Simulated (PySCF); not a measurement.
Can point charges reproduce the dipole moment of `C=C[P@@]1(=O)CC[C@H]1C`?

Coordinates (GFN2-xTB, Å) and charges (e) from the PBE0/pcSseg-1 density (PySCF):

| atom | x | y | z | Mulliken | IAO | Hirshfeld | ESP-fitted |
| --- | --- | --- | --- | --- | --- | --- | --- |
| C1 | 2.853 | 0.693 | 0.202 | -0.0924 | -0.2579 | -0.0627 | -0.3335 |
| C2 | 1.626 | 0.306 | 0.507 | -0.4551 | -0.4287 | -0.0965 | -0.2434 |
| P3 | 0.645 | -0.552 | -0.750 | +0.9783 | +1.4879 | +0.4232 | +0.7508 |
| O4 | 1.348 | -0.828 | -2.006 | -0.5860 | -0.8999 | -0.3964 | -0.6296 |
| C5 | -0.342 | -1.868 | 0.114 | -0.4288 | -0.5294 | -0.1196 | -0.3575 |
| C6 | -1.497 | -0.872 | 0.321 | -0.1572 | -0.2657 | -0.0729 | -0.1487 |
| C7 | -1.081 | 0.162 | -0.746 | -0.5601 | -0.3505 | -0.0633 | +0.0701 |
| C8 | -1.325 | 1.624 | -0.432 | -0.1819 | -0.4180 | -0.1207 | -0.5243 |
| H9 | 3.500 | 1.202 | 0.900 | +0.1259 | +0.1595 | +0.0580 | +0.1729 |
| H10 | 3.244 | 0.498 | -0.784 | +0.1472 | +0.1734 | +0.0538 | +0.2070 |
| H11 | 1.181 | 0.468 | 1.477 | +0.1326 | +0.1563 | +0.0498 | +0.1619 |
| H12 | -0.593 | -2.650 | -0.603 | +0.1598 | +0.1627 | +0.0511 | +0.1354 |
| H13 | 0.056 | -2.329 | 1.015 | +0.1484 | +0.1510 | +0.0418 | +0.1066 |
| H14 | -1.455 | -0.429 | 1.316 | +0.1174 | +0.1324 | +0.0387 | +0.0755 |
| H15 | -2.490 | -1.297 | 0.175 | +0.1402 | +0.1447 | +0.0435 | +0.0767 |
| H16 | -1.522 | -0.094 | -1.716 | +0.1575 | +0.1532 | +0.0485 | +0.0678 |
| H17 | -0.915 | 1.886 | 0.541 | +0.1052 | +0.1348 | +0.0353 | +0.1221 |
| H18 | -2.393 | 1.838 | -0.426 | +0.1213 | +0.1439 | +0.0432 | +0.1444 |
| H19 | -0.851 | 2.254 | -1.182 | +0.1278 | +0.1502 | +0.0449 | +0.1458 |

Compute μ = Σ q r for each scheme (1 e·Å = 4.803 D) and compare with the dipole of the full density.

The full density gives (-1.61, 1.08, 3.25) D, 3.79 D in size; dipole vectors point from the negative to the positive end.

```csv
scheme,μx,μy,μz,size (D),share of the full size (%),angle to the full dipole (°)
Mulliken,-0.96,1.32,2.88,3.31,87,10
IAO,-1.63,1.28,3.75,4.28,113,3
Hirshfeld,-1.07,0.76,2.38,2.72,72,2
ESP-fitted,-1.63,1.08,3.28,3.82,101,0
```

Which set comes closest?

Length of the difference vector: ESP-fitted 0.03 D, IAO 0.53 D, Mulliken 0.79 D, Hirshfeld 1.07 D. Closest: ESP-fitted. 

What is left for the Hirshfeld atoms' own dipoles?

The Hirshfeld atoms' densities add up to the full density, so μ = Σ q r + Σ (atomic dipoles). The atomic dipoles sum to (-1.61, 1.08, 3.25) − (-1.07, 0.76, 2.38) = (-0.54, 0.32, 0.87) D, 1.07 D in size.

With the origin at the mean of the coordinates, (-0.001, 0.000, -0.109) Å, which are the largest single terms, by size, of the ESP-fitted dipole along the direction of the full one?

O4 +7.38, P3 -3.54, C8 -1.89, H10 -1.81, C1 +1.20 D; all 19 atoms together +3.82 D. The single terms depend on the origin, their sum doesn't.

Give the size of the full dipole in other units.

3.79 D = 1.490 au = 0.789 e·Å = 12.64 × 10⁻³⁰ C·m.

Isolated species at its GFN2-xTB geometry (one conformer only).

Conformer computed: `[CH2:1]=[CH:2][P@@:3]1(=[O:4])[CH2:5][CH2:6][C@H:7]1[CH3:8]`: C1–C2–P3–O4 4°.
